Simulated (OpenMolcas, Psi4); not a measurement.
**InNH4 (SMILES [NH2][InH2]): the vertical energy of the triplet above the singlet from total energies**

The species is InNH4 (6 atoms), meant as a singlet with charge 0. SMILES: `[NH2][InH2]`. The shape is that of a PBE0-D4/def2-TZVP optimisation.

Both states at this one shape; open shells run unrestricted unless said. 1 Eh = 27.2114 eV.

| level | program | singlet InNH4 (Eh) | triplet InNH4 (Eh) |
| --- | --- | --- | --- |
| HF/def2-SVP (core potential) | OpenMolcas | -245.912951 | -245.789089 |
| B3LYP/def2-SVP (core potential) | Psi4 | -247.287119 | -247.126992 |
| M06-2X/def2-SVP (core potential) | Psi4 | -247.112798 | -246.948844 |

Work out the vertical gap, second state less first, at each level.


1. HF/def2-SVP (core potential): -245.789089 − (-245.912951) = 0.123862 Eh = 3.37 eV.
2. B3LYP/def2-SVP (core potential): -247.126992 − (-247.287119) = 0.160127 Eh = 4.36 eV.
3. M06-2X/def2-SVP (core potential): -246.948844 − (-247.112798) = 0.163954 Eh = 4.46 eV.

No measured value is set beside it here; the levels span 3.37 to 4.46 eV. Hartree–Fock favours the state with fewer electron pairs, since it lacks pair correlation. Spin-orbit coupling, which splits open shells on such heavy atoms by tenths of an eV, is left out.
